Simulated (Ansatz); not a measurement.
Two isomers of C3H7BO: A = `CC1CB1O`, B = `CBC(C)=O`.

Calculated with Ansatz (gas phase, PBE0-D4/def2-TZVP geometries, no zero-point term in ΔE). CBS: MP2 limit from def2 TZ/QZ plus the TZ coupled-cluster correction, frozen cores. Functionals use def2-TZVPP. B3LYP here is the variant with VWN-RPA as its local correlation; programs differ in this. One conformer a species, not always the lowest.

A:

```xyz
12

C     0.1134   -1.6045   -0.0727
C    -0.5481   -0.2772    0.2050
C     0.3101    0.8676    0.8654
B    -0.2301    0.9982   -0.5534
O    -0.3251    1.6825   -1.7030
H    -0.4726   -2.1975   -0.7796
H     1.1060   -1.4689   -0.5119
H     0.2367   -2.1931    0.8419
H    -1.5411   -0.3635    0.6444
H    -0.1378    1.3896    1.7064
H     1.3608    0.6362    1.0297
H     0.1279    2.5305   -1.6723
```

B:

```xyz
12

C     1.7800   -0.1312   -0.6691
B     0.7129    0.6608    0.1394
C    -0.5579   -0.0285    0.7320
C    -1.9316   -0.2212    0.1879
O    -0.2154   -0.4291    1.8356
H     1.6980    0.2176   -1.7100
H     2.8015    0.1073   -0.3630
H     1.6445   -1.2138   -0.6747
H     0.8773    1.8138    0.4228
H    -2.3707    0.7541   -0.0448
H    -2.5617   -0.7562    0.8996
H    -1.8769   -0.7735   -0.7557
```

Which isomer does CCSD(T)/CBS put lower? Give the gap. (Estimate.)

The calculation gave: A, by 16.6 kcal/mol.

Give E(B) − E(A) in kcal/mol with ωB97M-V, B3LYP-D4, CCSD/def2-TZVPP, B3LYP, B2PLYP, r2SCAN-D4, HF/def2-TZVPP. (Estimate.)

Computed: ωB97M-V 17.2, B3LYP-D4 13.1, CCSD/def2-TZVPP 16.3, B3LYP 13.0, B2PLYP 14.2, r2SCAN-D4 15.2, HF/def2-TZVPP 11.5. None reverses the order clearly.

Largest T1 diagnostic: 0.017.

From PBE to PBE0 (25 % exact exchange), in def2-TZVPP and without D4, E(B) − E(A) moves by +3.3 kcal/mol. In def2-TZVPP, CCSD(T) changes the Hartree–Fock value by +4.3 kcal/mol (the triples alone add −0.6 kcal/mol) and MP2 by +7.4 kcal/mol.
